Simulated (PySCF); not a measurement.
Species: C5H8Si.
Atom-mapped SMILES: `[CH:1]#[C:2][C@:3]1([CH3:4])[CH2:5][SiH2:6]1` (hydrogens: H7 on C1; H8, H9, H10 on C4; H11, H12 on C5; H13, H14 on Si6)

Computed geometry: GFN2-xTB, gas phase.

**Question.** Give the optimised bond lengths and angles.

**Answer.** 
```
                bond  length (pm)
               C1≡C2        120.0
               C2–C3        142.4
               C3–C4        151.5
               C3–C5        154.3
              C5–Si6        187.8
              C3–Si6        191.1
               C1–H7        104.9
C4–H8, C4–H9, C4–H10        108.9
              C5–H11        108.2
              C5–H12        108.2
             Si6–H13        144.9
             Si6–H14        145.2
```

Bonds in one row agree within 1 pm and their mean is given. A selection of angles:
```
      angle  degrees
   C2–C1–H7    179.5
   C1–C2–C3    179.3
   C2–C3–C4    113.4
   C2–C3–C5    115.3
  C2–C3–Si6    118.3
   C4–C3–C5    116.3
  C4–C3–Si6    120.0
  C5–C3–Si6     64.9
   C3–C4–H8    110.5
  C3–C4–H10    110.4
   H8–C4–H9    108.6
  H8–C4–H10    108.4
  C3–C5–Si6     67.1
  C3–C5–H11    115.3
  C3–C5–H12    115.0
 Si6–C5–H11    119.6
 Si6–C5–H12    121.0
 H11–C5–H12    111.6
 C5–Si6–H13    118.4
 C5–Si6–H14    117.8
  C3–Si6–C5     48.1
 C3–Si6–H13    118.3
 C3–Si6–H14    116.4
H13–Si6–H14    118.7
```

Dihedral angles: C2–C3–C5–Si6 -111° (anticlinal); C2–C3–Si6–C5 106° (anticlinal).

The 3-membered ring C3–C5–Si6 has internal angles of 48.1° to 67.1°. The 4 C–C bonds span 1.200 Å (C1≡C2, drawn triple) to 1.543 Å (C3–C5, drawn single), a spread of 0.343 Å. The C–Si distances run from 1.878 Å (C5–Si6, drawn single) to 1.911 Å (C3–Si6, drawn single), a spread of 0.033 Å. Si6 (SiH2 silicon) has angles from 48.1° to 118.7°.

Point group: C1 (no symmetry element, even within 0.4 Å). No frequency check.
